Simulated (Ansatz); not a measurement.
Ansatz (a first-principles code) input (B3LYP/6-31G* with LANL2DZ past Ar): The .json file joins the Basis Set Exchange's 6-31G* for atoms up to Ar and LANL2DZ past it.

Ansatz 0.2 input:
```yaml
crystal:
  periodic: [false, false, false]
  atoms:
    - {symbol: Bi, position_ang: [-0.25936826, -0.14047736, 0.35475257]}
    - {symbol: Cl, position_ang: [-0.27877501, 1.98066989, -0.88423080]}
    - {symbol: Cl, position_ang: [1.54510241, -1.29480986, -0.84779644]}
basis:
  gaussian:
    orbitals: 6-31Gs+LANL2DZ.json
hamiltonian:
  xc: {name: B3LYP}
magnetization: {spin_polarized: true, initial_magnetization: 1}
relax: {f_tol: 0.003, max_steps: 120}
```

From the output:

```
relax step   1: F+E_penalty+E_count = -25195.03414475 eV  Δ(F+E_penalty+E_count) = +0.000e0 eV  max|allowed force component| = 5.556e-2 eV/Å  Δτ_max = 0.0000 Å  (25 SCF iters, accepted)
these checks for a lower state are left out or cut short: starts, cluster_reference, orbital_swaps, neighbouring_geometries, increment
integrals: 0.01 GiB planned
510 factors; integrals over basis functions are off by at most 9.6e-5 eV
mean field: 0.18 GiB planned
mean field evaluation 16: about -25195.0342 eV, gradient 5.7e-3 eV
mean field -25195.03495314 eV, -925.9004567197 hartree, gradient 1.4e-5 eV, S^2 0.751290; 0 other end points of the search recorded, 0 dependent functions left out
the calculation of the forces begins
reference -25195.03516356 eV, -925.9004644527 hartree; 20, 19 occupied and 26, 27 virtual orbitals, 510 factors
relax step   2: F+E_penalty+E_count = -25195.03495314 eV  Δ(F+E_penalty+E_count) = -8.084e-4 eV  max|allowed force component| = 2.738e-2 eV/Å  Δτ_max = 0.0331 Å  (27 SCF iters, accepted)
these checks for a lower state are left out or cut short: starts, cluster_reference, orbital_swaps, neighbouring_geometries, increment
integrals: 0.01 GiB planned
510 factors; integrals over basis functions are off by at most 9.7e-5 eV
mean field: 0.18 GiB planned
mean field -25195.03521904 eV, -925.9004664916 hartree, gradient 1.4e-5 eV, S^2 0.751283; 0 other end points of the search recorded, 0 dependent functions left out
the calculation of the forces begins
reference -25195.03542919 eV, -925.9004742142 hartree; 20, 19 occupied and 26, 27 virtual orbitals, 510 factors
relax step   3: F+E_penalty+E_count = -25195.03521904 eV  Δ(F+E_penalty+E_count) = -2.659e-4 eV  max|allowed force component| = 5.759e-4 eV/Å  Δτ_max = 0.0109 Å  (23 SCF iters, accepted)
integrals: 0.01 GiB planned
510 factors; integrals over basis functions are off by at most 9.7e-5 eV
mean field: 0.18 GiB planned
mean field evaluation 32: about -25193.1257 eV, gradient 1.6e1 eV
mean field -25195.03521904 eV, -925.9004664916 hartree, gradient 1.4e-5 eV, S^2 0.751283; 1 other end points of the search recorded, 0 dependent functions left out
the calculation of the forces begins
reference -25195.03542919 eV, -925.9004742142 hartree; 20, 19 occupied and 26, 27 virtual orbitals, 510 factors
Total energy: -25195.03542919 eV, -925.9004742142 hartree
Atom 0 at    -0.252694    -0.136863     0.345624 Å, force     0.000249     0.000135    -0.000341 eV/Å
Atom 1 at    -0.292512     1.997539    -0.879874 Å, force     0.000159    -0.000576     0.000176 eV/Å
Atom 2 at     1.552165    -1.315294    -0.843024 Å, force    -0.000408     0.000441     0.000165 eV/Å
Dipole moment:    -0.505382    -0.273722     0.691239 e Å
```

The geometry given is a B3LYP-D3(BJ)/def2-TZVP minimum.
